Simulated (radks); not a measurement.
Values are calculated unless marked as measured or tabulated.
Task: The mean radii <r> (bohr) of the occupied orbitals of an atom or ion are listed with their occupations. Code: a radial shooting solver on a logarithmic mesh with Libxc functionals. Model: scalar-relativistic Kohn-Sham, r2SCAN, spin-polarised, spherical densities, finite nucleus; meta-GGA in the generalised Kohn-Sham scheme; Fermi nuclear charge, rms radius of each element as measured or else 0.836 A^(1/3) + 0.57 fm.

| orbital | occ. | <r> |
|---|---|---|
| 1s down | 1 | 0.01774 |
| 1s up | 1 | 0.01774 |
| 2s up | 1 | 0.07489 |
| 2s down | 1 | 0.07489 |
| 2p up | 3 | 0.06728 |
| 2p down | 3 | 0.06728 |
| 3s up | 1 | 0.1937 |
| 3s down | 1 | 0.1937 |
| 3p up | 3 | 0.1944 |
| 3p down | 3 | 0.1944 |
| 3d up | 5 | 0.1763 |
| 3d down | 5 | 0.1763 |
| 4s up | 1 | 0.4318 |
| 4s down | 1 | 0.4319 |
| 4p up | 3 | 0.4591 |
| 4p down | 3 | 0.4592 |
| 4d up | 5 | 0.4890 |
| 4d down | 5 | 0.4889 |
| 5s up | 1 | 1.014 |
| 5s down | 1 | 1.005 |
| 5p up | 3 | 1.178 |
| 4f up | 7 | 0.5580 |
| 4f down | 7 | 0.5547 |
| 5p down | 3 | 1.162 |
| 5d up | 5 | 1.738 |
| 6s up | 1 | 2.693 |
| 5d down | 1 | 1.758 |

Name the element and its charge. Open shells, if any, are filled with parallel spins first.

Result: Z = 76, osmium, charge +1: Os+ in [Xe] 4f14 5d6 6s1. The 1s radius gives Z: for a bare nucleus <r> = (2 gamma + 1)/(2Z) with gamma = sqrt(1 - (Z/c)^2), 0.01753 bohr for Z = 76, and screening makes it slightly larger (0.01774 here). The occupations add up to 75, and the charge is Z minus that.
